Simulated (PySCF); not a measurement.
# Trend along group 12: MAl cations

CCSD(T) with double-zeta basis sets in PySCF, for the lowest determinant that a PBE0 search found; no spin–orbit coupling. De refers to high-spin ground-configuration atoms (the charge goes to the atom of lower measured ionisation energy or higher electron affinity, which is not always the lowest computed limit).

```json
{"M": "Zn", "basis": "6-31G(d,p)", "reference, frozen orbitals": "RHF, 10", "charged atom": "Al+", "state (unpaired electrons)": "singlet (closed shell)", "Re (Å)": "2.820", "ωe (cm⁻¹)": "158", "De (eV)": "0.60"}
{"M": "Cd", "basis": "def2-SVPD", "reference, frozen orbitals": "RHF, 5", "charged atom": "Al+", "state (unpaired electrons)": "singlet (closed shell)", "Re (Å)": "3.067", "ωe (cm⁻¹)": "135", "De (eV)": "0.59"}
{"M": "Hg", "basis": "def2-SVP", "reference, frozen orbitals": "RHF, 5", "charged atom": "Al+", "state (unpaired electrons)": "singlet (closed shell)", "Re (Å)": "3.032", "ωe (cm⁻¹)": "114", "De (eV)": "0.37"}
```

The shortest bond is that of AlZn⁺ (2.820 Å), the longest that of AlCd⁺ (3.067 Å).

The rows differ in basis set, which adds steps of its own.

Relativity is treated differently too: Zn no relativity; Cd scalar-relativistic core potentials; Hg scalar-relativistic core potentials.

Down a group bonds as a rule get longer and wavenumbers fall, partly through the reduced mass; the exceptions here are the shorter bond at Hg. Relativity and the filled 4f shell contract the atoms of the sixth period.

Correlated steps freeze the inner cores (5 to 10 orbitals); shallow outer-core shells are correlated. Weak bonds: AlHg⁺. Basis-set superposition, not corrected here, can be much of De in a small basis, most of all at correlated wavefunction levels. Spin–orbit coupling is left out. For an ion De counts to the pair picked by the measured ionisation energies or electron affinities, which need not be the lowest pair at this level.
